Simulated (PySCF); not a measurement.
**Carbon: a sound run and one with changed settings**

Sound run: C+ [He] 2s2 2p1, C(2+) [He] 2s2. All numbers are calculated (PySCF 2.14, scalar relativity by spin-free X2C-1e, in cc-pVTZ-DK (4s3p2d1f, 30 functions)). In the sound run the correlated levels freeze 1s2. The sound run starts from symmetry-adapted Hartree-Fock orbitals and uses a fine grid where one is needed.

Changed run: basis STO-3G, all-electron and non-relativistic. This setting is unsound on purpose.

```tsv
species	method	sound run (hartree)	changed run (hartree)	converged
C+	UHF	-37.30986	-36.87037	yes
C+	MN15	-37.41484	-36.76974	yes
C+	PBE0	-37.39700	-36.95048	yes
C+	MP2	-37.36055	-36.89090	yes
C+	CCSD(T)	-37.38550	-36.91145	yes
C(2+)	UHF	-36.42264	-35.97831	yes
C(2+)	MN15	-36.51802	-35.86918	yes
C(2+)	PBE0	-36.48532	-36.03082	yes
C(2+)	MP2	-36.46563	-36.01050	yes
C(2+)	CCSD(T)	-36.49548	-36.04086	yes
```

Ionisation energy of C+:

```json
{"method": "UHF", "sound run (eV)": "24.142", "changed run (eV)": "24.274"}
{"method": "MN15", "sound run (eV)": "24.404", "changed run (eV)": "24.505"}
{"method": "PBE0", "sound run (eV)": "24.808", "changed run (eV)": "25.025"}
{"method": "MP2", "sound run (eV)": "24.352", "changed run (eV)": "23.957"}
{"method": "SCS-MP2", "sound run (eV)": "24.313", "changed run (eV)": "23.893"}
{"method": "CCSD", "sound run (eV)": "24.188", "changed run (eV)": "23.690"}
{"method": "CCSD(T)", "sound run (eV)": "24.219", "changed run (eV)": "23.690"}
```

A minimal basis cannot let orbitals breathe on ionisation and holds almost no correlation. The Hamiltonian changed with the basis, so the totals do not compare.

For comparison, NIST gives 24.383 eV between the lowest levels.
